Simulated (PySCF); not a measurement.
C7H9O (charge +1).
SMILES: `COC1=CC=CC[CH+]1`

Method used: TDDFT CAM-B3LYP/def2-SVPD, vertical, gas phase, core orbitals frozen in the response in PySCF 2.14.0, density-fitted response routines. Geometry: GFN2-xTB, one conformer, isolated ion. Torsions of this conformer, `[CH3:1][O:2][C:3]1=[CH:4][CH:5]=[CH:6][CH2:7][CH+:8]1`: C1–O2–C3–C4 0°.

Computed singlets with f of 0.002 or more:

```tsv
state	ν̃ (cm⁻¹)	f
S1	25020	0.079
S3	41090	0.040
S4	47300	0.101
S6	49510	0.0047
S7	54620	0.519
```

Give A, τ, |μ| and ∫σ dE for each state.

Relations used (vacuum, state to state): A = 0.6670 f ν̃² s⁻¹ (ν̃ in cm⁻¹); τ = 1/A; f = (2/3) ΔE |μ|² in atomic units; ∫σ dE = 109.76 f Mb·eV.

| state | A (s⁻¹) | τ | \|μ\| (D) | ∫σ dE (Mb·eV) |
| --- | --- | --- | --- | --- |
| S1 | 3.3×10⁷ | 30 ns | 2.60 | 8.7 |
| S3 | 4.5×10⁷ | 22 ns | 1.44 | 4.4 |
| S4 | 1.5×10⁸ | 6.7 ns | 2.13 | 11 |
| S6 | 7.7×10⁶ | 130 ns | 0.45 | 0.51 |
| S7 | 1.0×10⁹ | 970 ps | 4.50 | 57 |

Leading configurations: S1 H→L (99%); S3 H-1→L (93%); S4 H→L+1 (67%); S6 H-5→L (57%); S7 H-3→L (70%) (H = HOMO, L = LUMO).

Only emission to the ground state at the vertical energy is counted.

By what factor does the largest A in the list exceed the smallest?

S7 has 140 times the rate of S6.

Suppose S1 emitted 0.3 eV lower with the same transition dipole. How would A change?

At fixed |μ|, A goes as the cube of the energy: (2.80/3.10)³ = 0.74, which makes τ about 41 ns.

Which computed singlets stay under f = 0.002?

S2 (4.89 eV, f 0.0007), S5 (5.96 eV, f 0.0001) and S8 (7.33 eV, f 0.0000).
